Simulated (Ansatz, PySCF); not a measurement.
This Ansatz (an electronic-structure program) input computes a SVWN5/def2-TZVPD energy:

Ansatz 0.2 input:
```yaml
crystal:
  periodic: [false, false, false]
  atoms:
    - {symbol: Si, position_ang: [-0.02164825, -0.00523638, 0.05757037]}
    - {symbol: C, position_ang: [1.56108989, -0.87300575, -0.43895432]}
    - {symbol: C, position_ang: [-1.19908335, 0.25648086, -1.37413183]}
    - {symbol: N, position_ang: [-0.84642642, -1.14231206, 1.11856558]}
    - {symbol: N, position_ang: [0.40551293, 1.54908647, 0.67408215]}
    - {symbol: H, position_ang: [2.23857305, -0.98149458, 0.41095356]}
    - {symbol: H, position_ang: [2.07680459, -0.30050842, -1.21247200]}
    - {symbol: H, position_ang: [1.34908643, -1.87150409, -0.82299178]}
    - {symbol: H, position_ang: [-2.09670675, 0.79253916, -1.05788763]}
    - {symbol: H, position_ang: [-1.51477133, -0.69958888, -1.79329876]}
    - {symbol: H, position_ang: [-0.71357731, 0.84133983, -2.15788454]}
    - {symbol: H, position_ang: [-1.03180376, -0.81000233, 2.06706249]}
    - {symbol: H, position_ang: [-0.27944324, 2.27763336, 0.79645004]}
    - {symbol: H, position_ang: [1.18926899, 1.67662370, 1.29406614]}
basis:
  gaussian:
    orbitals: def2-TZVPD
hamiltonian:
  xc: {name: SVWN5}
magnetization: {spin_polarized: true, initial_magnetization: 1}
output: {forces: true}
```

### Question
Write an input for the same energy in PySCF and say what it gives.

### Answer

```python
from pyscf import gto, scf, dft

mol = gto.M(
    atom='''
    Si   -0.02164825   -0.00523638    0.05757037
    C     1.56108989   -0.87300575   -0.43895432
    C    -1.19908335    0.25648086   -1.37413183
    N    -0.84642642   -1.14231206    1.11856558
    N     0.40551293    1.54908647    0.67408215
    H     2.23857305   -0.98149458    0.41095356
    H     2.07680459   -0.30050842   -1.21247200
    H     1.34908643   -1.87150409   -0.82299178
    H    -2.09670675    0.79253916   -1.05788763
    H    -1.51477133   -0.69958888   -1.79329876
    H    -0.71357731    0.84133983   -2.15788454
    H    -1.03180376   -0.81000233    2.06706249
    H    -0.27944324    2.27763336    0.79645004
    H     1.18926899    1.67662370    1.29406614
    ''',
    basis='def2-tzvpd',
    charge=0,
    spin=1,
    verbose=4,
)

mf = dft.UKS(mol, xc='svwn').density_fit(auxbasis='def2-universal-jkfit')
mf.grids.level = 3
mf.conv_tol = 1e-9
mf.max_cycle = 100
mf.max_memory = 1500
mf.kernel()
if not mf.converged:
    mf = mf.newton()
    mf.kernel(mf.make_rdm1())
for _ in range(2):
    mo, _, stable, _ = mf.stability(return_status=True)
    if stable:
        break
    mf.kernel(mf.make_rdm1(mo, mf.mo_occ))
mf.analyze()
```
It gives -477.89404 Eh, and Ansatz -477.89392 Eh, a difference of 0.12 mEh, from the treatment of integrals and grids.

It need not be the lowest isomer of its formula.
